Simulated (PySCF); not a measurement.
## Gas-phase XPS of `CB(C)[SiH2]N([SiH3])[SiH3]`, computed

Species: C2H14BNSi3.
Bonds: C1–B2, B2–C3, B2–Si4, Si4–N5, N5–Si6, N5–Si7. Hydrogens: H8, H9, H10 on C1; H11, H12, H13 on C3; H14, H15 on Si4; H16, H17, H18 on Si6; H19, H20, H21 on Si7.

Theory: delta-SCF UKS SCAN, pcX-2 on the ionised atom, pcseg-1 elsewhere, spin-free X2C (PySCF 2.14.0). Binding energies are ΔSCF values: E(core-ionised, relaxed orbitals) − E(ground state) at a fixed geometry, referred to the vacuum level.

List the computed XPS lines with their assignment.

```tsv
atom(s)	environment	level	binding energy (eV)	2p1/2 (eV)	above the level's lowest (eV)	count
Si4	SiH2 silicon	Si 2p3/2	106.28	106.91	0.00	1
Si6/Si7	SiH3 silicon	Si 2p3/2	106.95	107.57	+0.67	2
C1/C3	sp3 carbon bound to boron	C 1s	290.08	–	0.00	2
N5	nitrogen bridging silicon atoms	N 1s	403.52	–	0.00	1
Si4	SiH2 silicon	Si 1s	1846.12	–	0.00	1
Si6/Si7	SiH3 silicon	Si 1s	1846.82	–	+0.70	2
```

The listed Si 1s values span 0.70 eV, from Si4 (bonded to N, 2 H and B) to Si6/Si7 (bonded to N and 3 H).

The listed Si 2p3/2 values span 0.67 eV, from Si4 (bonded to N, 2 H and B) to Si6/Si7 (bonded to N and 3 H). Summing the Pauling electronegativity differences to the bonded atoms, each weighted by its formal bond order, gives +1.88 for the lowest site and +2.04 for the highest.

Express the binding energy of Si 2p3/2 of Si4 in atomic units and per mole.

106.28 eV = 3.9057 Eh = 10254 kJ/mol.

One atom of each set of topologically equivalent atoms was ionised and stands for the set; in this conformer not all members are related by symmetry, and their own values weren't computed. Not every level is listed. 2p3/2 and 2p1/2 are the ΔSCF energy of one spin-free 2p hole plus the eigenvalues of a spin–orbit and ligand-field matrix of the shell. 2p1/2 minus 2p3/2 (ligand field included): Si 0.62 eV. No level of boron is listed. Isolated species at its PBE0-D3(BJ)/def2-SVP geometry (one conformer only).

The values belong to the conformer `[CH3:1][B:2]([CH3:3])[SiH2:4][N:5]([SiH3:6])[SiH3:7]`: C1–B2–Si4–N5 20°, B2–Si4–N5–Si6 59°.
